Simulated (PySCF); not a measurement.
Job file and geometry (Å, from GFN2-xTB) of an NMR shielding run on `ClB[C@H]1CC[C@@H](C)S1`, C5H10BClS, PySCF 2.14.0, density-fitted response routines, GIAO PBE0/pcSseg-1 NMR shielding, non-relativistic, gas phase; density fitting, a coarse starting grid and PySCF grid level 2 are the driver's defaults:

```
$ OMP_NUM_THREADS=1 python probes_run.py task.json out

{"job": {"kind": "nmr", "xc": "PBE0", "basis": "pcSseg-1"}, "charge": 0, "multiplicity": 1}
C     -1.510381     0.526605    -1.069206
C     -1.135334    -0.600694    -0.125461
C     -0.873824    -0.163435     1.311728
C      0.528294     0.445320     1.363466
C      1.470318    -0.423077     0.538282
B      1.968682     0.025264    -0.875154
Cl     3.397021    -0.722951    -1.558283
S      0.430687    -1.452649    -0.604620
H     -1.565809     0.159716    -2.091042
H     -2.485184     0.923600    -0.792023
H     -0.783763     1.332531    -1.030170
H     -1.896498    -1.382390    -0.170818
H     -1.629611     0.549391     1.643198
H     -0.914597    -1.038489     1.963100
H      0.881744     0.509084     2.392388
H      0.506764     1.456727     0.953522
H      2.074525    -1.098074     1.138477
H      1.528210     0.959838    -1.425700
```

Task: Write the output of this run.

Result: 
```
coarse grid: 15968 points
cycle   1  E = -1079.1245428107  dE =  9.919e-01  |g| = 3.581e-01  |ddm| = 3.834e+00
cycle   2  E = -1079.1268101075  dE = -2.267e-03  |g| = 3.683e-01  |ddm| = 7.590e-01
cycle   3  E = -1079.1602471587  dE = -3.344e-02  |g| = 6.120e-02  |ddm| = 4.024e-01
cycle   4  E = -1079.1610740356  dE = -8.269e-04  |g| = 2.919e-02  |ddm| = 1.183e-01
cycle   5  E = -1079.1612806386  dE = -2.066e-04  |g| = 5.825e-03  |ddm| = 3.531e-02
cycle   6  E = -1079.1612888370  dE = -8.198e-06  |g| = 1.924e-03  |ddm| = 8.070e-03
final grid: 144464 points
cycle   7  E = -1079.2108051006  dE = -7.144e-05  |g| = 1.080e-02  |ddm| = 4.771e-02
cycle   8  E = -1079.2107804382  dE =  2.466e-05  |g| = 1.449e-02  |ddm| = 2.403e-02
cycle   9  E = -1079.2108342710  dE = -5.383e-05  |g| = 1.300e-03  |ddm| = 1.575e-02
cycle  10  E = -1079.2108346682  dE = -3.972e-07  |g| = 3.359e-04  |ddm| = 1.900e-03
cycle  11  E = -1079.2108346935  dE = -2.525e-08  |g| = 9.340e-05  |ddm| = 3.338e-04
cycle  12  E = -1079.2108346955  dE = -2.029e-09  |g| = 3.689e-05  |ddm| = 1.460e-04
cycle  13  E = -1079.2108346958  dE = -3.433e-10  |g| = 8.180e-06  |ddm| = 4.499e-05
converged SCF energy = -1079.2108346958

GIAO shielding tensors (ppm)
atom      isotropic    diamagn.    paramagn.     s11        s22        s33       span
  0 C      164.785     247.012     -82.227    141.374    165.874    187.108     45.734
  1 C      133.313     251.107    -117.794     97.957    136.500    165.482     67.525
  2 C      140.189     248.484    -108.296    100.173    149.210    171.183     71.010
  3 C      153.621     245.400     -91.780    118.619    160.960    181.283     62.664
  4 C      130.539     255.913    -125.373     73.449    157.538    160.631     87.182
  5 B       89.248     188.927     -99.679     61.287    100.848    105.609     44.322
  6 Cl     890.964    1146.737    -255.773    725.190    936.170   1011.533    286.344
  7 S      543.010    1057.238    -514.228    193.885    397.796   1037.350    843.465
  8 H       30.495      29.238       1.256     25.468     28.539     37.477     12.009
  9 H       30.765      29.092       1.674     25.450     27.417     39.430     13.980
 10 H       30.408      29.822       0.585     25.721     30.921     34.581      8.860
 11 H       28.382      31.692      -3.310     24.143     25.749     35.253     11.110
 12 H       29.975      30.584      -0.609     24.557     27.181     38.187     13.630
 13 H       29.475      31.106      -1.630     24.605     27.201     36.620     12.015
 14 H       29.331      29.394      -0.064     23.914     27.039     37.040     13.126
 15 H       29.708      29.976      -0.268     25.404     27.610     36.110     10.707
 16 H       28.317      31.567      -3.249     22.756     26.858     35.338     12.583
 17 H       27.452      28.567      -1.115     22.483     28.955     30.918      8.436
```

Size and cost of the density-fitted run: 200 basis functions, 67 s wall time on 1 thread of an Arm Neoverse N1, shared host; peak memory 0.9 GiB.
